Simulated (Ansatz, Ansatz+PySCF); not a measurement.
```yaml
atoms:
  - { symbol: B, position_ang: [0.0000, 0.0000, 0.0000] }
  - { symbol: S, position_ang: [0.0000, 0.0000, 1.6894] }
```

Basis set: def2-SVP (spherical functions). Frozen core: 6 orbitals. Correlation on ROHF uses semicanonical orbitals with singles. Charge 0, multiplicity 2.

Computed with Ansatz (development build ahead of 0.2.0); each method stands on the lowest determinant of its kind that the runs found.

The atomization energy at this shape (free ground-state atoms in the same class of orbitals less the molecule, no zero-point energy) of doublet BS:

```json
{"method": "ROHF-MP2", "atomization energy": "132.80 kcal/mol"}
{"method": "UHF-MP2", "atomization energy": "132.14 kcal/mol"}
{"method": "ROHF", "atomization energy": "94.85 kcal/mol"}
{"method": "UHF", "atomization energy": "93.63 kcal/mol"}
```

**Question.** What does ROHF-CCSD(T) give?

**Answer.** 126.36 kcal/mol. Caution for UHF-MP2, UHF: the unrestricted determinant is spin contaminated.
